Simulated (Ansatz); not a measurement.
Geometry optimisation, RKS PBE0-D4/def2-SVP (Ansatz).

input.yaml

```yaml
crystal:
  periodic: [false, false, false]
  atoms:
    - { symbol: C, position_ang: [-0.93533, -0.18922, -0.45737] }
    - { symbol: O, position_ang: [-0.30415, 0.09378, 0.72405] }
    - { symbol: B, position_ang: [1.16664, 0.2697, 0.7598] }
    - { symbol: O, position_ang: [1.82408, 0.52856, 1.79811] }
    - { symbol: H, position_ang: [-1.67323, 0.59428, -0.71279] }
    - { symbol: H, position_ang: [-0.22365, -0.26308, -1.29867] }
    - { symbol: H, position_ang: [-1.48288, -1.14948, -0.39763] }
    - { symbol: H, position_ang: [1.62852, 0.11544, -0.41551] }
total_charge: -1
basis:
  gaussian: { orbitals: def2-SVP }
hamiltonian:
  xc: pbe0
  dispersion: d4
relax:
  f_tol: 0.02
  max_steps: 40
scf:
  lower_state_search: "off"
```

Run as:

```bash
$ ansatz run input.yaml --threads 1 --pin off --max-ram 2048MiB --backend cpu --events-out ev --progress --plain --runs-dir out
```

Where does it end, and by what steps?

It converged. Limits of this set-up: an anion without diffuse functions, the dipole of an ion depends on the origin. After 6 steps the energy has fallen by 0.021 eV; O2 moved furthest, 0.02 Å.

| step | energy less start (eV) | largest force component (eV/Å) | accepted |
| --- | --- | --- | --- |
| 0 | 0.0000 | 0.852 | yes |
| 1 | -0.0178 | 0.396 | yes |
| 2 | -0.0207 | 0.085 | yes |
| 3 | -0.0207 | 0.083 | yes |
| 4 | -0.0207 | 0.055 | yes |
| 5 | -0.0208 | 0.083 | yes |
| 6 | -0.0211 | 0.001 | yes |

```xyz
8
Properties=species:S:1:pos:R:3
C -0.927 -0.185 -0.447
O -0.285 0.098 0.727
B 1.162 0.268 0.761
O 1.828 0.533 1.809
H -1.682 0.589 -0.718
H -0.225 -0.260 -1.308
H -1.485 -1.150 -0.405
H 1.614 0.107 -0.419
```

Whether the end is a true minimum wasn't checked by a vibrational analysis.

The run took 13 s on 1 thread of Arm Neoverse V1 (shared host), peak memory 0.12 GiB.
